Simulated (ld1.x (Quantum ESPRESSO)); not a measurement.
Bi (Z = 83): variants of one TM potential

Base potential:

bismuth, norm-conserving Troullier–Martins (Kleinman–Bylander form), made with ld1.x (Quantum ESPRESSO) 7.5 (PBE, scalar-relativistic). Core [Kr] 4d10 4f14, reference 5s2 5p6 5d10 6s1.5 6p3.5. Waves: 5p (bound): rc 1.40 bohr; 5d (bound): rc 2.05 bohr; 5s (bound): rc 1.20 bohr. Local part: the s channel. Core correction: full core density, not smoothed (it rises at the typed radius of 1.25 bohr, so ld1.x skipped the fit).

Occupied shells without a wave of their own: 6p, 6s. They enter only through the test configuration that unscreens the potential, and ld1.x also counts them in the model core charge.

All-electron outer shells of the reference configuration (PBE, scalar-relativistic, ld1.x):

```csv
shell,level (eV),outermost node (bohr),outermost maximum (bohr)
4d,-430.96,0.19,0.38
5s,-158.68,0.44,0.77
4f,-153.49,–,0.34
5p,-96.74,0.48,0.86
5d,-27.90,0.51,1.03
6s,-15.00,0.98,1.86
6p,-4.91,1.14,2.44
```

Cutoffs, loose and tight: the cutoffs (Ry, on a coarse ladder) from which the occupation-weighted sum of valence levels, in a spherical-Bessel basis at the reference potential, stays within 10 and 1 mRy of its value at 400 Ry. They do not see the model core or the augmentation charge, which bear on the density cutoff. Test errors are all-electron minus pseudo excitation energies from the reference, over the configurations 5s2 5p6 5d10 6s2 6p3; 5s2 5p6 5d10 6s2 6p2; 5s2 5p6 5d10 6s2 6p1; 5s2 5p6 5d9 6s2 6p3; 5s2 5p6 5d10 6s0 6p5; 5s2 5p5 5d10 6s2 6p3; 5s2 5p6 5d10 6s2 6p0. A dash means not determined; rows that change the core or the reference have their own tests.

With those shells counted twice in exchange and correlation these files are broken, and their errors move erratically; no question is asked of them.

| change | outcome | cutoff, loose | cutoff, tight | bound ghosts | largest test error (meV) |
| --- | --- | --- | --- | --- | --- |
| base | generated, misses its reference levels by 2.89 eV | 120 Ry | 200 Ry | none | -4270 |
| wave 5d (bound): rc 2.05 bohr becomes 5d (bound): rc 1.30 bohr | generated, misses its reference levels by 2.89 eV | 120 Ry | 200 Ry | none | -4269 |
| wave 5d (bound): rc 2.05 bohr becomes 5d (bound): rc 1.70 bohr | generated, misses its reference levels by 2.89 eV | 120 Ry | 200 Ry | none | -4268 |
| wave 5d (bound): rc 2.05 bohr becomes 5d (bound): rc 1.90 bohr | generated, misses its reference levels by 2.89 eV | 120 Ry | 200 Ry | none | -4269 |
| wave 5d (bound): rc 2.05 bohr becomes 5d (bound): rc 2.16 bohr | generated, misses its reference levels by 2.89 eV | 120 Ry | 200 Ry | none | -4272 |
| wave 5d (bound): rc 2.05 bohr becomes 5d (bound): rc 2.46 bohr | generated, misses its reference levels by 2.89 eV | 120 Ry | 200 Ry | none | -4279 |
| wave 5d (bound): rc 2.05 bohr becomes 5d (bound): rc 2.72 bohr | generated, misses its reference levels by 2.89 eV | 120 Ry | 200 Ry | none | -4288 |
| wave 5d (bound): rc 2.05 bohr becomes 5d (bound): rc 3.06 bohr | generated, misses its reference levels by 2.89 eV | 120 Ry | 200 Ry | none | -4299 |

Reading the sweep of the d radius (base included, trends over the rows without a ghost): The loose cutoff stays near 120 Ry. The median size of the test errors (rows with all tests solved) stays near 1374.8 meV.
